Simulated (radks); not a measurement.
Results of a calculation; reference values are marked as such.
Problem. La, configuration [Xe] 5d2 7d1 (not the ground configuration). Code: a radial shooting solver on a logarithmic mesh with Libxc functionals. Model: scalar-relativistic Kohn-Sham, PBE, spin-polarised, spherical densities, finite nucleus; open shells are filled with parallel spins first (spin-orbit coupling, left out, can overturn this in heavy ions); Fermi nuclear charge, rms radius 4.855 fm. Some entries of the table are withheld. Estimate them.

orbital  occ.  eigenvalue (Ry)  r(max) (bohr)
1s down     1        -2848.102        0.01608
1s up       1        -2848.101        0.01608
2s up       1        -453.5208        0.09094
2s down     1        -453.5169        0.09094
2p up       3        -406.5073        0.07313
2p down     3        -406.5045        0.07313
3s up       1        -97.11836         0.2604
3s down     1        -97.11673         0.2604
3p up       3        -82.10352         0.2548
3p down     3        -82.10167         0.2548
3d up       5        -60.52623         0.2101
3d down     5        -60.52316         0.2101
4s up       1        -19.73246         0.6083
4s down     1        -19.72675         0.6083
4p up       3        -14.84910         0.6354
4p down     3        -14.84411         0.6354
4d up       5         -7.78139         0.6717
4d down     5         -7.77661         0.6718
5s up       1              (1)          1.414
5s down     1              (2)          1.408
5p up       3         -1.83904          1.598
5p down     3         -1.77629          1.586
5d up       2         -0.44396          2.247
7d up       1         -0.04235          22.64

Solution. 
(1) 5s up eigenvalue (Ry): -3.03411
(2) 5s down eigenvalue (Ry): -2.99020
